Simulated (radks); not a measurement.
Results of a calculation; reference values are marked as such.
Nb2+, 39 electrons, occupied as [Kr] 4d1 5p2 (not the ground configuration).

Code: a radial shooting solver on a logarithmic mesh with Libxc functionals. Model: scalar-relativistic Kohn-Sham, PBE, spin-polarised, spherical densities, point nucleus; open shells are filled with parallel spins first (spin-orbit coupling, left out, can overturn this in heavy ions).

Energy parts (hartree):
total: -3818.24821
kinetic: 3931.55250
electron-nucleus: -9159.96345
Hartree: 1527.93711
exchange-correlation: -117.77438

Orbitals (lengths in bohr, moments of r in powers of bohr):
| orbital | occ. | eigenvalue (hartree) | <1/r> |
|---|---|---|---|
| 1s up | 1 | -692.2400 | 42.40 |
| 1s down | 1 | -692.2385 | 42.40 |
| 2s up | 1 | -97.74572 | 9.526 |
| 2s down | 1 | -97.74024 | 9.526 |
| 2p up | 3 | -87.38861 | 9.272 |
| 2p down | 3 | -87.38370 | 9.272 |
| 3s up | 1 | -17.18297 | 3.253 |
| 3s down | 1 | -17.17870 | 3.253 |
| 3p up | 3 | -13.79814 | 3.092 |
| 3p down | 3 | -13.79332 | 3.091 |
| 3d up | 5 | -8.26859 | 2.856 |
| 3d down | 5 | -8.26208 | 2.856 |
| 4s up | 1 | -3.16328 | 1.190 |
| 4s down | 1 | -3.12764 | 1.194 |
| 4p up | 3 | -2.26237 | 1.061 |
| 4p down | 3 | -2.22315 | 1.065 |
| 4d up | 1 | -0.99256 | 0.7783 |
| 4d down | 0 | -0.94346 | 0.7887 |
| 5p up | 2 | -0.59744 | 0.3918 |

The highest occupied level is 5p up at -16.257 eV. The configuration is held as typed, so some empty levels lie below it. Summed over all electrons, <r^2> = 45.53 bohr^2, which gives a Langevin (diamagnetic) susceptibility term of -36.1 x 10^-6 cm^3/mol. The density falls to 0.001 e/bohr^3 at r = 4.65 bohr.
